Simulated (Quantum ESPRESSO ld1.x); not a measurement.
Results of a calculation; reference values are marked as such.
Problem. Species: Sn43+. Configuration: [He] 2s2 2p3. Level of theory: Dirac Kohn-Sham, Engel-Vosko exchange with Perdew-Wang LDA correlation, spin-unpolarised, spherical densities, point nucleus; open shells are shared between the two j in proportion to 2j + 1 (ld1.x of Quantum ESPRESSO 7.5). Some entries of the table are withheld. Estimate them.

orbital  occ.  eigenvalue (hartree)  <1/r> (bohr^-1)
1s1/2       2              -1194.52              (1)
2s1/2       2              -272.667              (2)
2p1/2       1                   (3)              (4)
2p3/2       2                   (5)              (6)

Solution. 
(1) 1s1/2 <1/r> (bohr^-1): 53.22
(2) 2s1/2 <1/r> (bohr^-1): 12.88
(3) 2p1/2 eigenvalue (hartree): -265.514
(4) 2p1/2 <1/r> (bohr^-1): 12.80
(5) 2p3/2 eigenvalue (hartree): -256.117
(6) 2p3/2 <1/r> (bohr^-1): 11.93
